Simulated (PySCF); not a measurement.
Computed properties of In(Cl)(Me)(OMe) (C2H6ClInO), SMILES C[O][In]([CH3])[Cl]

In(Cl)(Me)(OMe) (C2H6ClInO), SMILES [O](C)[In]([CH3])[Cl]. Geometry: B3LYP-D3(BJ)/def2-SVP. The structure was generated by enumeration; whether it is a known compound was not checked. The def2 effective core potentials stand for the cores of In; spin–orbit coupling is left out. The values are those of a single conformer. All values are computed for the isolated molecule unless a solvent is named; none is compared with measurement here.

**Structure.** All 27 harmonic modes at B3LYP-D3(BJ)/def2-SVP (PySCF) are real, so it is a minimum. With heavy atoms numbered as in [In:1]([Cl:2])([CH3:3])[O:7][CH3:8], the shortest bond between them is O7–C8 at 1.402 Å and the longest In1–Cl2 at 2.364 Å.

**Vibrations.** The strongest infrared lines (harmonic, unscaled, degenerate partners summed) lie at 1113 cm⁻¹ (227 km/mol, O 45 %, C 42 %, H 12 %), 2940 cm⁻¹ (117 km/mol, H 97 %), 3007 cm⁻¹ (81 km/mol, H 91 %, C 9 %). The softest mode is at 32 cm⁻¹ and the zero-point energy is 48.3 kcal/mol.

**Electronic structure.** ωB97X/def2-TZVP (PySCF) places the frontier levels at -10.02 and 0.46 eV, a gap of 10.48 eV, and gives a dipole moment of 4.32 D and a mean polarisability of 76.1 bohr³. PBE/def2-TZVP (PySCF) at the same geometry gives -6.07 and -2.39 eV, so its gap is 6.80 eV narrower. An orbital gap is neither the optical nor the fundamental gap.

**Excitations.** TDDFT-B3LYP/def2-SVPD (PySCF) has S1 at 4.41 eV (281 nm, f = 0.005, weak); the most intense of the 10 singlets computed lies at 5.36 eV (f = 0.15). T1 (TDA) is at 4.11 eV. TDDFT-PBE/def2-SVPD (PySCF) puts S1 at 3.77 eV. No vertical singlet excitation falls in the visible range (under 3.1 eV).
